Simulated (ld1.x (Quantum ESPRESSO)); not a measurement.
## Zn: one change to a TM potential, before and after

* Element: zinc (Zn)
* Generator: ld1.x (Quantum ESPRESSO) 7.5
* Type: norm-conserving Troullier–Martins (Kleinman–Bylander form)
* Functional: PBEsol
* Relativity: scalar-relativistic
* Frozen core: [Ar]
* Valence charge: 12
* Reference configuration: 3d10 4s1.5 4p0 (charge +0.5)
* Partial waves: 4p (bound, empty): rc 2.05 bohr; 3d (bound): rc 1.05 bohr; 4s (bound): rc 2.20 bohr
* Local potential: the s channel
* Core correction: none

Change: wave 3d (bound): rc 1.05 bohr becomes 3d (bound): rc 1.42 bohr.

Cutoffs: the cutoffs (Ry, on a coarse ladder) from which the occupation-weighted sum of valence levels, in a spherical-Bessel basis at the reference potential, stays within 10 and 1 mRy of its value at 400 Ry; they do not see the model core or the augmentation charge, which bear on the density cutoff. Errors are all-electron minus pseudo energies relative to the spin-unpolarised reference configuration.

Predict the effect on cutoff, ghosts and configuration errors.

Of the 7 tests that both files solve, the error grows in 2 and shrinks in 3 by more than 15 % and 0.3 meV (median size 2.7 → 8.3 meV); neither file shows a bound ghost.

| quantity | base | changed |
| --- | --- | --- |
| cutoff, loose | 230 Ry | 140 Ry |
| cutoff, tight | over 300 Ry | 260 Ry |
| loose cutoff by channel (10 mRy a level) | d 180 Ry, s 8 Ry | d 120 Ry, s 8 Ry |
| bound ghosts | none | none |
| error for 3d10 4s2 4p0, meV [ΔE -3.95 eV] | -0.1 | +0.4 |
| error for 3d10 4s1 4p0, meV [ΔE 5.95 eV] | -1.3 | -0.5 |
| error for 3d10 4s0 4p0, meV [ΔE 24.30 eV] | -2.7 | +8.3 |
| error for 3d10 4s1 4p1, meV [ΔE 1.18 eV] | -0.5 | -0.4 |
| error for 3d8 4s0 4p0, meV [ΔE 126.59 eV] | -2071 | -1661 |
| error for 3d9 4s0 4p0, meV [ΔE 64.81 eV] | -368 | -332 |
| error for 3d9 4s2 4p1, meV [ΔE 8.33 eV] | -468 | -364 |
| s: phases at 2.41 bohr within 0.05 rad from the reference energy up to (Ry; the scan ends near 5) | 2.4 | 2.4 |
| p: phases at 2.41 bohr within 0.05 rad from the reference energy up to (Ry; the scan ends near 5) | to the end of the scan | to the end of the scan |
| d: phases at 2.41 bohr within 0.05 rad from the reference energy up to (Ry; the scan ends near 5) | 0.4 | 0.4 |
